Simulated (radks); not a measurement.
Values are calculated unless marked as measured or tabulated.
Task: The mean radii <r> (bohr) of the occupied orbitals of an atom or ion are listed with their occupations. Level of theory: non-relativistic Kohn-Sham, PBEsol, spin-polarised, spherical densities, point nucleus (a radial shooting solver on a logarithmic mesh with Libxc functionals).

orbital  occ.      <r>
1s up       1  0.03312
1s down     1  0.03312
2s up       1   0.1439
2s down     1   0.1438
2p up       3   0.1230
2p down     3   0.1229
3s up       1   0.3920
3s down     1   0.3918
3p up       3   0.3843
3p down     3   0.3840
3d up       5   0.3571
3d down     5   0.3569
4s up       1   0.9530
4s down     1   0.9506
4p up       3    1.011
4p down     3    1.010
4d up       5    1.191

Name the element and its charge. Open shells, if any, are filled with parallel spins first.

Result: Z = 46, palladium, charge +5: Pd5+ in [Kr] 4d5. The 1s radius gives Z: for a bare nucleus <r> = 1.5/Z, 0.03261 bohr for Z = 46, and screening makes it slightly larger (0.03312 here). The occupations add up to 41, and the charge is Z minus that.
